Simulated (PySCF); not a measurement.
Gas-phase reaction: 2 SnH4 + F2 = 2 SnH3F + 2 H

Energies from PySCF, thermal terms from the rigid-rotor harmonic-oscillator model, ideal gas at 1 bar. † marks an energy on the PBE0/def2-TZVP geometry and frequencies; other levels use their own. MP2 and CCSD(T) freeze the core. Open shells (unrestricted): H (multiplicity 2); the rest are closed-shell singlets. Sn: scalar-relativistic def2 core potential, no spin-orbit coupling. SnH3F: computed as isolated molecules; such fragments, hydroxides, amides, oligomers or adducts are transient or little studied in the gas. MP2 isn't extrapolated to the basis-set limit; its ΔH°(298 K) is -232.7 kJ in def2-SVP and -235.7 kJ in def2-TZVPP. CCSD(T) isn't extrapolated to the basis-set limit; its ΔH°(298 K) is -167.6 kJ in def2-SVP and -175.8 kJ in def2-TZVPP. The harmonic model lacks anharmonicity and excited electronic states, which grow with temperature; levels with a mode under 35 cm⁻¹ are left out.

| level | ΔE electronic, kJ | ΔH°(298 K), kJ | ΔS°(298 K), J/K | ΔG°(1000 K), kJ |
|---|---|---|---|---|
| CCSD(T)/def2-SVP† | -146 | -168 | 100 | -280 |
| MP2/def2-TZVPP† | -214 | -236 | 100 | -348 |
| PBE/def2-SVP | -120 | -141 | 99 | -252 |
| PBE0/def2-TZVP | -170 | -192 | 100 | -304 |
| r2SCAN/def2-TZVP† | -172 | -193 | 100 | -305 |
ΔH° is lowest at MP2/def2-TZVPP† and highest at PBE/def2-SVP. No reference value is set beside these.
